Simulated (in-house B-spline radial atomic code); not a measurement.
Ionisation energies along the 32-electron series, configuration [Ar] 3d10 4s2 4p2, as differences of self-consistent energies. NIST's values go from ground level to ground level; the uncertainty of those that are theory runs from under 0.1 % in few-electron ions to several per cent in heavy many-electron ones. Computed with a radial B-spline atomic code at the basis-set limit: non-relativistic Hartree-Fock, average of the configuration, point nuclei.

This level leaves out relativity, spin-orbit splitting included, which matters for heavy ions.

```
  ion  configuration after  ionisation energy (eV)  IE/(q+1)² (eV)  -ε less Coulomb ΔSCF (eV)  tabulated value (eV)    tabulated kind  computed minus tabulated (eV)
Xe22+    [Ar] 3d10 4s2 4p1                   681.3          1.2879                    0.33226                   700  tabulated theory                          -18.7
Cs23+    [Ar] 3d10 4s2 4p1                   732.3          1.2714                    0.33389                   753  tabulated theory                          -20.7
Ba24+    [Ar] 3d10 4s2 4p1                   785.0           1.256                    0.33548                   809  tabulated theory                          -24.0
La25+    [Ar] 3d10 4s2 4p1                       ?               ?                          ?                     ?  tabulated theory                              ?
Ce26+    [Ar] 3d10 4s2 4p1                   895.6          1.2285                    0.33858                   924  tabulated theory                          -28.4
Pr27+    [Ar] 3d10 4s2 4p1                       ?               ?                          ?                     ?  tabulated theory                              ?
Nd28+    [Ar] 3d10 4s2 4p1                       ?               ?                          ?                     ?  tabulated theory                              ?
Pm29+    [Ar] 3d10 4s2 4p1                  1074.4          1.1937                    0.34297                  1113  tabulated theory                          -38.6
Sm30+    [Ar] 3d10 4s2 4p1                  1137.4          1.1835                    0.34437                  1180  tabulated theory                          -42.6
Eu31+    [Ar] 3d10 4s2 4p1                  1202.1          1.1739                    0.34573                  1249  tabulated theory                          -46.9
Gd32+    [Ar] 3d10 4s2 4p1                  1268.5          1.1649                    0.34706                  1321  tabulated theory                          -52.5
Tb33+    [Ar] 3d10 4s2 4p1                  1336.7          1.1563                    0.34836                  1393  tabulated theory                          -56.3
```

Task: Fill in the row of La25+.

Result: ionisation energy (eV): 839.5; IE/(q+1)² (eV): 1.2418; -ε less Coulomb ΔSCF (eV): 0.33705; tabulated value (eV): 865; computed minus tabulated (eV): -25.5.

Task: Fill in the row of Pr27+.

Result: ionisation energy (eV): 953.5; IE/(q+1)² (eV): 1.2162; -ε less Coulomb ΔSCF (eV): 0.34008; tabulated value (eV): 985; computed minus tabulated (eV): -31.5.

Task: Fill in the row of Nd28+.

Result: ionisation energy (eV): 1013.1; IE/(q+1)² (eV): 1.2046; -ε less Coulomb ΔSCF (eV): 0.34154; tabulated value (eV): 1049; computed minus tabulated (eV): -35.9.
